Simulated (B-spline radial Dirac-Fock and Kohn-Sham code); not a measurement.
## Energy-loss ionisation edge N4 of Pb

System: atomic lead, 1s2 2s2 2p6 3s2 3p6 3d10 4s2 4p6 4d10 4f14 5s2 5p6 5d10 6s2 6p2. Model: the first Born approximation with generalised oscillator strengths from a Dirac-Hartree-Slater potential (longitudinal and transverse terms; continuum final states only, so no white lines or fine structure). Program: a radial atomic solver. The edge is taken at 434.3 eV (tabulated value).

Partial cross sections σ(β, Δ) in barn, integrated over a window Δ above the edge and up to the collection semi-angle β, for parallel illumination:

```csv
E₀ (kV),β (mrad),Δ = 25 eV,Δ = 50 eV,Δ = 100 eV,Δ = 200 eV,Δ = 300 eV
60,5,70.4,154,317,601,813
60,10,149,328,688,1360,1910
60,50,441,923,1900,4030,6070
80,5,77.5,170,354,682,934
100,10,144,318,673,1360,1950
100,20,222,479,1010,2110,3100
100,50,350,740,1520,3240,4920
120,20,212,455,960,2020,2970
120,50,322,683,1410,3000,4560
120,100,350,751,1560,3320,5090
200,5,87.9,195,416,839,1190
200,100,264,568,1180,2520,3870
300,5,90.8,202,432,885,1270
300,50,?,?,?,?,?
```

Task: Give the row for 300 kV and 50 mrad.

Result: 218 b for 25 eV, 469 b for 50 eV, 979 b for 100 eV, 2090 b for 200 eV, 3200 b for 300 eV.

Values without a named source are computed, but for edge energies of neutral atoms, which are taken from tables.
